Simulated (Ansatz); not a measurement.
Total energies of Zn5Cu2 (the lowest singlet isomer of a short search) from Ansatz at PBE-D4/def2-TZVP, gas phase (1 Eh = 27.2114 eV = 2625.5 kJ/mol). The reference geometry is relaxed at B3LYP-D4/def2-SVP.

| atom | x (Å) | y (Å) | z (Å) |
| --- | --- | --- | --- |
| Cu1 | 0.052 | 0.231 | 0.810 |
| Cu2 | 0.265 | 0.066 | -1.533 |
| Zn3 | -2.036 | -0.623 | -0.870 |
| Zn4 | -1.379 | -1.630 | 1.470 |
| Zn5 | 0.147 | -2.230 | -0.581 |
| Zn6 | 1.624 | 2.039 | -0.991 |
| Zn7 | 1.327 | 2.145 | 1.695 |

```
                 state   geometry   energy (Eh)
      charge 0 singlet  reference  -12176.36105
      charge 1 doublet  reference  -12176.12156
free Cu atom (doublet)          –   -1640.24447
free Zn atom (singlet)          –   -1779.12986
```

Question: Work out the vertical ionisation energy to the doublet.

Answer: E(charge 1 doublet) − E(charge 0 singlet) = -12176.12156 − (-12176.36105) = 0.23949 Eh = 6.52 eV. For comparison, −ε of the highest occupied level is 4.57 eV at this level, 1.95 eV less.

Question: What is the binding energy per atom against free atoms?

Answer: Atoms: 2 × (-1640.24447) + 5 × (-1779.12986) = -12176.13824 Eh. Binding: -12176.13824 − (-12176.36105) = 0.22281 Eh = 6.06 eV, or 0.87 eV for each of 7 atoms (no zero-point energy, no counterpoise term).

The structure comes from a short search, and lower isomers may exist.
